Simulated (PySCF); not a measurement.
Match the calculated data to a structure.

All candidates are C6H9FS.

| technique | computed result |
| --- | --- |
| 13C NMR | chemical shifts (computed TMS as zero) by class: 175.4 (1 C), 154.8 (1 C), 109.8 (1 C), 97.6 (1 C), 45.0 (1 C), 19.6 (1 C) ppm [GIAO PBE0/pcSseg-1] |
| Dipole | 1.52 D [PBE0/def2-SVPD] |
| UV, strongest line | among the 6 lowest singlet transitions: S5 at 6.31 eV (196 nm, f = 0.102) [TDDFT PBE0/def2-SVPD] |
| 1H NMR | chemical shifts (computed TMS as zero) by class: 5.43 (1 H), 4.82 (1 H), 4.64 (1 H), 4.55 (1 H), 2.92 (2 H), 2.23 (3 H) ppm [GIAO PBE0/pcSseg-1] |
| Triplet | lowest triplet excitation (Tamm–Dancoff): 3.84 eV [TDA PBE0/def2-SVPD] |
| NMR, other nuclei | isotropic shieldings of nuclei other than C and H, by class: 263 (1 F), 480 (1 S) ppm [GIAO PBE0/pcSseg-1] |
| Polarisability | 94.4 au [PBE0/def2-SVPD] |
| UV, first state | lowest singlet excitation: 5.20 eV (239 nm, f = 0.081) [TDDFT PBE0/def2-SVPD] |
| Rotational structure | rotational constants A, B, C: 2.948, 1.043, 0.891 GHz [GFN2-xTB] |

Electronic properties: PySCF, gas phase, density fitting. Levels stand in brackets. Geometry: GFN2-xTB, one conformer, isolated molecule. NMR values are class means; diastereotopic atoms form classes of their own.

**Question.** Which candidate is it?
A. `FC[C@H]1CCC(=S)C1`
B. `CC[C@H]1C=C(F)SC1`
C. `CS[C@@H]1C[C@@]12C[C@@H]2F`
D. `C=C(F)CC(=C)SC`
E. `C=C[C@H](F)CC(C)=S`

**Answer.** D. It is `C=C(F)CC(=C)SC`. Numbering: `[CH2:1]=[C:2]([F:3])[CH2:4][C:5](=[CH2:6])[S:7][CH3:8]`. Its formula, C6H9FS, gives 2 degrees of unsaturation: 0 rings and 2 π bonds in the structure found. 6 carbons fall into 6 classes; from least to most shielded: vinylic C–F carbon [C2] (175.4 ppm), fully substituted alkene carbon [C5] (154.8 ppm), terminal =CH2 carbon [C6] (109.8 ppm), terminal =CH2 carbon [C1] (97.6 ppm), allylic carbon [C4] (45.0 ppm), S-methyl carbon [C8] (19.6 ppm). Hydrogen classes from least to most shielded: 1 H on a terminal =CH2 carbon, C6 (5.43 ppm), 1 H on a terminal =CH2 carbon, C1 (4.82 ppm), 1 H on a terminal =CH2 carbon, C6 (4.64 ppm), 1 H on a terminal =CH2 carbon, C1 (4.55 ppm), 2 H on an allylic carbon, C4 (2.92 ppm), 3 H on an S-methyl carbon, C8 (2.23 ppm). The other shieldings belong to: 263 ppm, vinyl fluorine [F3]; 480 ppm, sulfide sulfur [S7]. The optimised geometry has point group C1 and is an asymmetric top.

The others, at the same levels:
- `CS[C@@H]1C[C@@]12C[C@@H]2F` fails: its computed 13C shifts are 76.6 (1 C), 33.6 (1 C), 21.3 (1 C), 21.2 (1 C), 19.4 (1 C), 16.2 (1 C) ppm, 1H shifts are 4.87 (1 H), 2.20 (1 H), 2.20 (3 H), 1.49 (1 H), 1.35 (1 H), 1.18 (1 H), 1.06 (1 H) ppm and rotational constant A is 3.729 GHz (against 2.948 GHz).
- `CC[C@H]1C=C(F)SC1` fails: its computed 13C shifts are 173.8 (1 C), 103.9 (1 C), 47.1 (1 C), 44.9 (1 C), 32.6 (1 C), 14.0 (1 C) ppm, 1H shifts are 5.20 (1 H), 3.94 (1 H), 2.77 (1 H), 2.54 (1 H), 1.75 (1 H), 1.22 (1 H), 0.97 (3 H) ppm and rotational constant A is 2.730 GHz (against 2.948 GHz).
- `C=C[C@H](F)CC(C)=S` fails: its computed 13C shifts are 272.0 (1 C), 144.0 (1 C), 120.5 (1 C), 96.3 (1 C), 62.1 (1 C), 47.2 (1 C) ppm, 1H shifts are 5.90 (1 H), 5.68 (1 H), 5.66 (1 H), 5.53 (1 H), 3.94 (1 H), 3.14 (1 H), 3.11 (3 H) ppm and lowest singlet excitation is 2.54 eV (488 nm, f = 0.000) (against 5.20 eV).
- `FC[C@H]1CCC(=S)C1` fails: its computed 13C shifts are 285.2 (1 C), 84.4 (1 C), 56.7 (1 C), 55.5 (1 C), 46.5 (1 C), 30.8 (1 C) ppm, 1H shifts are 4.86 (1 H), 4.83 (1 H), 3.25 (1 H), 3.23 (1 H), 3.06 (1 H), 3.00 (1 H), 2.40 (1 H), 2.23 (1 H), 1.99 (1 H) ppm and rotational constant A is 3.807 GHz (against 2.948 GHz).

Each candidate is one conformer, not necessarily the lowest. The conformers computed, where there is a choice (atom-mapped SMILES and torsion angles):
- `[CH2:1]=[C:2]([F:3])[CH2:4][C:5](=[CH2:6])[S:7][CH3:8]`: C1–C2–C4–C5 -98°, C2–C4–C5–C6 -91°, C4–C5–S7–C8 -173°
- `[CH3:1][S:2][C@@H:3]1[CH2:4][C@@:5]12[CH2:6][C@@H:7]2[F:8]`: C1–S2–C3–C4 -82°
- `[CH3:1][CH2:2][C@H:3]1[CH:4]=[C:5]([F:6])[S:7][CH2:8]1`: C1–C2–C3–C4 64°
- `[CH2:1]=[CH:2][C@H:3]([F:4])[CH2:5][C:6]([CH3:7])=[S:8]`: C1–C2–C3–F4 5°, C2–C3–C5–C6 53°, C3–C5–C6–C7 84°

The conformers of `FC[C@H]1CCC(=S)C1` aren't listed.
